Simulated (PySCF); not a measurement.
A survey of ²⁹Si NMR shifts

All values are calculated (PySCF 2.14): GFN2-xTB structure, σ from GIAO-PBE0/pcSseg-1. One averaged value for each set of equivalent atoms, non-relativistic Hamiltonian, one conformer, in vacuum.

Shieldings were converted by a linear fit to measured shifts: ²⁹Si (scatter 8.9 ppm rms, 25.8 ppm with the 6 outliers that the fit left out vs TMS, solution or neat liquid). A few per cent of atoms miss by over 2 rms, more outside the fitted compound classes.

Problem. Give the ²⁹Si shifts of `C#CC[Si@](C)(C#N)C(F)F`, `CS[Si@](N)(C#N)[SiH2]CC#N`, `N[SiH](N)O[SiH3]`, `C=N[Si@@H](C)NC`, `CS[Si@](N)(C#N)C[SiH2]C#N`.

Solution. 
```json
{"compound": "C#CC[Si@](C)(C#N)C(F)F", "environment": "silicon bonded to 4 C", "δ (ppm)": "-30.4"}
{"compound": "[CH3:1][S:2][Si@:3]([NH2:4])([C:5]#[N:6])[SiH2:7][CH2:8][C:9]#[N:10]", "environment": "Si3: silicon bonded to C, N, S, Si", "δ (ppm)": "-27.9"}
{"compound": "[CH3:1][S:2][Si@:3]([NH2:4])([C:5]#[N:6])[SiH2:7][CH2:8][C:9]#[N:10]", "environment": "Si7: silicon bonded to C, Si, 2 H", "δ (ppm)": "-65.1"}
{"compound": "[NH2:1][SiH:2]([NH2:3])[O:4][SiH3:5]", "environment": "Si2: silicon bonded to 2 N, O, H", "δ (ppm)": "-43.6"}
{"compound": "[NH2:1][SiH:2]([NH2:3])[O:4][SiH3:5]", "environment": "Si5: silicon bonded to O, 3 H", "δ (ppm)": "-48.3"}
{"compound": "C=N[Si@@H](C)NC", "environment": "silicon bonded to C, 2 N, H", "δ (ppm)": "-21.5"}
{"compound": "[CH3:1][S:2][Si@:3]([NH2:4])([C:5]#[N:6])[CH2:7][SiH2:8][C:9]#[N:10]", "environment": "Si3: silicon bonded to 2 C, N, S", "δ (ppm)": "-21.6"}
{"compound": "[CH3:1][S:2][Si@:3]([NH2:4])([C:5]#[N:6])[CH2:7][SiH2:8][C:9]#[N:10]", "environment": "Si8: silicon bonded to 2 C, 2 H", "δ (ppm)": "-65.6"}
```
